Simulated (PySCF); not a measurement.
# One molecule, several mistakes: C2ClGeH6 cation

Calculated results; nothing here was measured. The program is PySCF 2.14.0, an open-source quantum chemistry code, run on an isolated molecule that a program drew, which may never have been made. The molecule is C2ClGeH6 cation (charge +1, singlet), drawn as the SMILES string `[CH3][Ge+]([CH3])[Cl]`.

Each row is a Hartree-Fock (HF) and frozen-core CCSD(T) single point in the cc-pV(D+d)Z basis, meant for a local HF minimum. Run 1 is clean. Each other run has one planted mistake out of seven kinds, and not every kind appears here: one electron removed, one electron added, multiplicity raised by two, geometry at a saddle point, minimal basis STO-3G, one bond length entered in bohr, all coordinates scaled. The reference is restricted for singlets and unrestricted otherwise, and also for a bond in bohr. Adding or removing an electron swaps singlet and doublet. Electrons count all cores. HOMO and LUMO are orbital energies over both spins, the gradient is its largest component, and the lowest frequency (negative if imaginary) is given only where the gradient is small. Bond lengths are over the 9 bonds as drawn. T1 is the CCSD diagnostic: over 0.02 (restricted) or 0.045 (unrestricted) a single reference is doubtful. Germanium has the cc-pVDZ-PP basis, with a core potential (ECP10MDF) in place of its 10 inner electrons, and its 3s, 3p and 3d shells are frozen in CCSD(T).

Geometry of the clean run:
```xyz
10
C2ClGeH6 cation, angstrom
C     0.7509    1.6867   -0.7771
Ge   -0.2596    1.4139    0.8296
C    -0.4365    2.5235    2.3836
Cl   -1.3349   -0.3690    0.8976
H     0.1409    1.3976   -1.6334
H     1.0675    2.7263   -0.8507
H     1.6260    1.0325   -0.7311
H    -1.4249    2.9900    2.3447
H    -0.3782    1.8981    3.2749
H     0.3366    3.2907    2.3882
```

```
run,electrons,basis functions,<S^2>,HOMO (eV),LUMO (eV),gradient (hartree/bohr),lowest frequency (cm^-1),mean bond (Å),longest bond (Å),T1,HF (hartree),CCSD(T) (hartree),mistake
1,66,104,0.000,-17.19,-4.64,2.8e-06,28,1.3850,2.083,0.0122,-831.90664,-832.47628,no fault
2,67,104,0.770,-6.26,2.86,3.1e-02,-,1.3850,2.083,0.0101,-832.10671,-832.68695,one electron added
3,66,104,2.035,-12.12,-9.13,6.3e-02,-,1.3850,2.083,0.0583,-831.72316,-832.29998,multiplicity raised by two
4,66,104,0.000,-17.31,-4.52,1.8e-02,-,1.3559,2.039,0.0115,-831.90234,-832.46828,?
```

**Which mistake was planted in run 4, and what did it cost?**

The mean and the longest bond both change by the same factor, 0.979, and the gradient is no longer small. So the mistake is: all coordinates scaled. Subtracting run 1 and multiplying by 627.51 kcal/mol a hartree, the energy moved by 2.7 kcal/mol in HF and 5.0 kcal/mol in CCSD(T).

Cautions from the logs. Run 3: T1 is over the limit, so its CCSD(T) energy is less reliable.
